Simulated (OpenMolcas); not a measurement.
**Potential curves of SbH⁺: spin–orbit levels**

Computed with OpenMolcas 26.06: state-averaged CASSCF(3,4) over Sb 5p, H 1s, XMS-CASPT2 (IPEA 0.25, imaginary shift 0.2 hartree), scalar X2C, ANO-RCC-VTZP, then RASSI spin–orbit state interaction with atomic mean-field integrals. C2 symmetry about the axis (a holds Σ, Δ, Γ; b holds Π, Φ, H; Σ⁺ and Σ⁻ are not told apart); roots by multiplicity and irrep: 2b 2, 4a 1, 2a 5.

XMS-CASPT2 energies with spin–orbit state interaction in eV from the lowest point. Curves are followed by energy order within each symmetry, so they are adiabatic and may change character at avoided crossings.

| R (Å) | (1)Ω=1/2 | (1)Ω=3/2 | (2)Ω=1/2 | (2)Ω=3/2 | (3)Ω=1/2 | (1)Ω=5/2 | (3)Ω=3/2 | (4)Ω=1/2 | (5)Ω=1/2 |
| --- | --- | --- | --- | --- | --- | --- | --- | --- | --- |
| 1.479 | 0.533 | 0.918 | 2.842 | 2.900 | 4.110 | 4.077 | 4.094 | 5.222 | 7.551 |
| 1.565 | 0.190 | 0.577 | 2.508 | 2.566 | 3.610 | 3.704 | 3.720 | 4.797 | 6.782 |
| 1.643 | 0.037 | 0.425 | 2.333 | 2.390 | 3.316 | 3.524 | 3.540 | 4.555 | 6.268 |
| 1.720 | 0.000 | 0.389 | 2.222 | 2.280 | 3.126 | 3.431 | 3.447 | 4.400 | 5.893 |
| 1.806 | 0.059 | 0.448 | 2.131 | 2.192 | 2.983 | 3.368 | 3.384 | 4.280 | 5.596 |
| 1.892 | 0.173 | 0.562 | 2.118 | 2.183 | 2.884 | 3.327 | 3.343 | 4.186 | 5.391 |
| 2.012 | 0.415 | 0.804 | 2.179 | 2.249 | 2.792 | 3.311 | 3.329 | 4.078 | 5.213 |
| 2.167 | 0.785 | 1.171 | 2.273 | 2.350 | 2.730 | 3.343 | 3.363 | 3.970 | 5.102 |
| 2.408 | 1.329 | 1.705 | 2.417 | 2.508 | 2.710 | 3.407 | 3.433 | 3.852 | 5.063 |
| 2.752 | 1.948 | 2.287 | 2.601 | 2.723 | 2.761 | 3.538 | 3.579 | 3.761 | 5.106 |
| 3.268 | 2.365 | 2.659 | 2.784 | 2.937 | 2.884 | 3.698 | 3.757 | 3.719 | 5.193 |
| 3.956 | 2.529 | 2.808 | 2.879 | 3.044 | 2.987 | 3.780 | 3.846 | 3.728 | 5.262 |

Only roots inside an energy window near the equilibrium distance were included, so the list of states is not complete; labels number the states computed. Each spin and symmetry block has orbitals of its own, averaged over its own roots, so gaps between blocks are less sure than gaps within one and near the minimum can be off by tenths of an eV, in bad cases by more. No Rydberg orbitals are active, so Rydberg states, and σ→σ* states whose orbital the CASSCF left unused, can be missing between those listed. CASPT2 splits the two components of degenerate states numerically, here by up to 6 cm⁻¹. At stretched bonds a block can hold a wrong CASSCF solution and miss its lowest state; points past a visible jump are left out. No roots were computed in block 4b (none fell in the window or the block failed), so states of that kind are missing and can lie low or lowest. Points that failed a check (symmetry, reference weights, a jump) are left out.
